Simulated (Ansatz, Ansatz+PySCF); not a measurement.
```json
{"atom": "C", "x (Å)": "-0.6850", "y (Å)": "-0.8370", "z (Å)": "0.4587"}
{"atom": "C", "x (Å)": "0.1623", "y (Å)": "0.1983", "z (Å)": "-0.1087"}
{"atom": "N", "x (Å)": "0.8368", "y (Å)": "1.0224", "z (Å)": "-0.5604"}
{"atom": "H", "x (Å)": "-0.9477", "y (Å)": "-0.5876", "z (Å)": "1.4968"}
{"atom": "H", "x (Å)": "-1.6116", "y (Å)": "-0.9333", "z (Å)": "-0.1252"}
{"atom": "H", "x (Å)": "-0.1619", "y (Å)": "-1.8040", "z (Å)": "0.4507"}
```

Basis set: def2-SVP (spherical functions). Correlated methods keep 3 orbitals frozen. Charge 0, multiplicity 3.

Computed with Ansatz (development build ahead of 0.2.0); each method stands on the lowest determinant of its kind that the runs found.

Q: Give the atomization energy at this shape (free ground-state atoms in the same class of orbitals less the molecule, no zero-point energy) of triplet C₂H₃N by UHF-MP2, UHF.

A:

```csv
method,atomization energy
UHF-MP2,1773.5 kJ/mol
UHF,1286.8 kJ/mol
```

Caution: another spin multiplicity may lie lower; the determinant breaks the point group.
